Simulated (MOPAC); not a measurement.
MOPAC input (AM1):

```
AM1 1SCF UHF MS=0.5 GEO-OK AUX(PRECISION=9) THREADS=1
C3H10GeN

C     0.35946800 1   -1.25783400 1   -1.46210900 1
Ge    0.00296300 1   -0.02289300 1   -0.02134600 1
C    -1.87258600 1    0.57935900 1   -0.12391600 1
C     1.20134500 1    1.53533500 1   -0.04745400 1
N     0.42434500 1   -0.94280600 1    1.54088500 1
H    -0.16710200 1   -1.21957100 1   -2.40877500 1
H     1.12964800 1   -2.01630300 1   -1.38314000 1
H    -2.55101400 1   -0.27043100 1   -0.04610200 1
H    -2.05897300 1    1.08618400 1   -1.07227100 1
H    -2.09044300 1    1.27450000 1    0.68775300 1
H     2.23858300 1    1.20694600 1    0.00398400 1
H     0.99336400 1    2.18171700 1    0.80668700 1
H     1.05696800 1    2.11211800 1   -0.96098800 1
H    -0.11892300 1   -1.78356000 1    1.68970200 1
H     0.37331400 1   -0.38053200 1    2.38090700 1
```

From the output:

```
                                                       MOPAC v23.2.5 Linux

          FINAL HEAT OF FORMATION =         11.12207 KCAL/MOL =      46.53475 KJ/MOL

          COSMO AREA              =        143.08 SQUARE ANGSTROMS
          COSMO VOLUME            =        137.48 CUBIC ANGSTROMS

          IONIZATION POTENTIAL    =          9.816409 EV
          ALPHA SOMO LUMO (EV)    =         -9.839  1.004
          BETA  SOMO LUMO (EV)    =         -9.816  0.681
          NO. OF ALPHA ELECTRONS  =         16
          NO. OF BETA  ELECTRONS  =         15
          MOLECULAR WEIGHT        =        132.7087         POINT GROUP:  C1

          MOLECULAR DIMENSIONS (Angstroms)

            Atom       Atom       Distance
            H    10    H     7     5.04846
            H    14    H    13     4.80545
            H     6    H    11     3.90757

          SCF CALCULATIONS        =          1

   ATOM   CHEMICAL          X               Y               Z
  NUMBER   SYMBOL      (ANGSTROMS)     (ANGSTROMS)     (ANGSTROMS)

     1       C          0.35946800  *  -1.25783400  *  -1.46210900  *
     2      Ge          0.00296300  *  -0.02289300  *  -0.02134600  *
     3       C         -1.87258600  *   0.57935900  *  -0.12391600  *
     4       C          1.20134500  *   1.53533500  *  -0.04745400  *
     5       N          0.42434500  *  -0.94280600  *   1.54088500  *
     6       H         -0.16710200  *  -1.21957100  *  -2.40877500  *
     7       H          1.12964800  *  -2.01630300  *  -1.38314000  *
     8       H         -2.55101400  *  -0.27043100  *  -0.04610200  *
     9       H         -2.05897300  *   1.08618400  *  -1.07227100  *
    10       H         -2.09044300  *   1.27450000  *   0.68775300  *
    11       H          2.23858300  *   1.20694600  *   0.00398400  *
    12       H          0.99336400  *   2.18171700  *   0.80668700  *
    13       H          1.05696800  *   2.11211800  *  -0.96098800  *
    14       H         -0.11892300  *  -1.78356000  *   1.68970200  *
    15       H          0.37331400  *  -0.38053200  *   2.38090700  *

                             CARTESIAN COORDINATES

   1    C        0.359468000    -1.257834000    -1.462109000
   2   Ge        0.002963000    -0.022893000    -0.021346000
   3    C       -1.872586000     0.579359000    -0.123916000
   4    C        1.201345000     1.535335000    -0.047454000
   5    N        0.424345000    -0.942806000     1.540885000
   6    H       -0.167102000    -1.219571000    -2.408775000
   7    H        1.129648000    -2.016303000    -1.383140000
   8    H       -2.551014000    -0.270431000    -0.046102000
   9    H       -2.058973000     1.086184000    -1.072271000
  10    H       -2.090443000     1.274500000     0.687753000
  11    H        2.238583000     1.206946000     0.003984000
  12    H        0.993364000     2.181717000     0.806687000
  13    H        1.056968000     2.112118000    -0.960988000
  14    H       -0.118923000    -1.783560000     1.689702000
  15    H        0.373314000    -0.380532000     2.380907000

           Empirical Formula: C3 H10 N Ge  =    15 atoms

      MOLECULAR POINT GROUP   :   C1

          ALPHA EIGENVALUES
 -32.39724 -29.39783 -27.79223 -26.82649 -15.83074 -14.49712 -13.82229 -13.71523
 -13.48442 -13.39626 -13.26386 -12.26027 -11.67448 -11.52453  -9.85631  -9.83871
   1.00353   1.13683   1.42120   2.13901   4.52105   4.53408   4.64281   4.71872
   4.80156   4.90576   5.24369   5.28903   5.41342   6.18474

           BETA EIGENVALUES
 -32.31111 -29.29422 -27.76579 -25.09046 -15.82348 -14.41768 -13.79291 -13.60513
 -13.43174 -13.29928 -13.20201 -11.89941 -11.51285 -11.29014  -9.81641   0.68140
   1.30623   1.46961   1.80190   2.35930   4.52610   4.53980   4.65692   4.73216
   5.21960   5.25838   5.29195   5.41768   5.54036   6.18687

              NET ATOMIC CHARGES AND DIPOLE CONTRIBUTIONS

  ATOM NO.   TYPE          CHARGE      No. of ELECS.   s-Pop       p-Pop
    1          C          -0.520074        4.5201     1.35960     3.16047
    2         Ge           1.187493        2.8125     0.71100     2.10150
    3          C          -0.522212        4.5222     1.26387     3.25834
    4          C          -0.502298        4.5023     1.26054     3.24176
    5          N          -0.619071        5.6191     1.60545     4.01363
    6          H           0.097760        0.9022     0.90224
    7          H           0.106725        0.8933     0.89328
    8          H           0.078289        0.9217     0.92171
    9          H           0.084033        0.9160     0.91597
   10          H           0.076178        0.9238     0.92382
   11          H           0.088929        0.9111     0.91107
   12          H           0.075950        0.9240     0.92405
   13          H           0.078414        0.9216     0.92159
   14          H           0.145629        0.8544     0.85437
   15          H           0.144256        0.8557     0.85574
 DIPOLE           X         Y         Z       TOTAL
 POINT-CHG.    -0.507     0.450     0.101     0.685
 HYBRID        -0.837     0.049     0.149     0.852
 SUM           -1.344     0.500     0.251     1.455

          ATOMIC ORBITAL ELECTRON POPULATIONS

     Atom    s        px        py        pz
    1  C   1.35960   1.01919   1.06237   1.07891
    2 Ge   0.71100   0.71858   0.70825   0.67468
    3  C   1.26387   1.16761   1.05017   1.04056
    4  C   1.26054   1.09547   1.11234   1.03395
    5  N   1.60545   1.68971   1.16686   1.15706
    6  H   0.90224
    7  H   0.89328
    8  H   0.92171
    9  H   0.91597
   10  H   0.92382
   11  H   0.91107
   12  H   0.92405
   13  H   0.92159
   14  H   0.85437
   15  H   0.85574

                    (SZ)    =    0.500000
                    (S**2)  =    0.769247

          ATOMIC ORBITAL SPIN POPULATIONS

    Atom   Total    s     px     py     pz
         Atomic
    1  C  1.2047  0.069  0.490  0.450  0.197
    2 Ge -0.1267 -0.031 -0.014 -0.040 -0.042
    3  C  0.0119  0.001  0.008  0.002  0.001
    4  C  0.0272  0.004  0.008  0.014  0.002
    5  N  0.0087 -0.001  0.004  0.002  0.004
    6  H -0.0584 -0.058
    7  H -0.0585 -0.058
    8  H -0.0009 -0.001
    9  H -0.0007 -0.001
   10  H -0.0011 -0.001
   11  H -0.0016 -0.002
   12  H -0.0013 -0.001
   13  H -0.0015 -0.002
   14  H -0.0005 -0.001
   15  H -0.0013 -0.001

 **********************
 *                    *
 * JOB ENDED NORMALLY *
 *                    *
 **********************

 == MOPAC DONE ==
```

The geometry given is a B3LYP-D3(BJ)/def2-TZVP minimum.
